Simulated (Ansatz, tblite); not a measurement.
Removing an electron: AsP3SOO nortricyclane (AsP₃SO₂). Charge 0, multiplicity 1. Geometry: PBE0-D4/def2-SVP. Ansatz, gas phase; energy differences of separate SCF runs; the oxidised species was run as a doublet alone.

Cartesian coordinates in Å:
```
As 0.769 -1.192 -0.850
S -1.482 -1.194 -0.667
P -1.648 0.551 0.498
P 0.153 1.697 -0.267
O 0.861 0.564 -1.257
P 0.308 0.438 1.639
O 1.038 -0.864 0.904
```

The xTB rows come from tblite. Correlated methods freeze 31 core orbitals; core or outer-core shells of As are correlated, in sets that lack core-valence functions. The rows differ in basis, and correlated rows in double-zeta sets carry the largest basis error. HOMO above LUMO, or a gap near zero within one spin, warns that the state may not be the lowest or that an electron is smeared out.

| level | −HOMO (eV) | vertical IE (eV) | −LUMO (eV) | HOMO–LUMO gap (eV) |
| --- | --- | --- | --- | --- |
| GFN1-xTB | 11.15 | 14.75 | 7.69 | 3.45 |
| PBE-D4/def2-TZVP | 6.04 | 8.62 | 2.84 | 3.20 |
| PBE0-D4/def2-TZVP | 7.02 | 8.81 | 1.99 | 5.03 |
| MP2/def2-SVP | – | 8.81 | – | – |
| CCSD(T)/def2-SVP | – | 8.65 | – | – |

Problem. Estimate the rows for GFN2-xTB, HF/def2-SVP, LDA (SPW92)/def2-TZVP, CCSD/def2-SVP.

Solution. 
```csv
level,−HOMO (eV),vertical IE (eV),−LUMO (eV),HOMO–LUMO gap (eV),remarks
GFN2-xTB,10.72,13.16,7.40,3.33,–
HF/def2-SVP,–,8.48,–,–,–
LDA (SPW92)/def2-TZVP,6.21,8.81,3.09,3.11,gap within one spin near zero (+1 doublet)
CCSD/def2-SVP,–,8.72,–,–,–
```

Relaxing the oxidised species (PBE0-D4/def2-SVP) changes its energy by -0.26 eV at PBE0-D4/def2-TZVP, so the adiabatic ionisation energy to this nearest minimum is 8.55 eV. At PBE-D4/def2-TZVP it is 8.36 eV.    Raw xTB energy differences between charge states are shifted by several eV; the methods need an empirical correction for them.
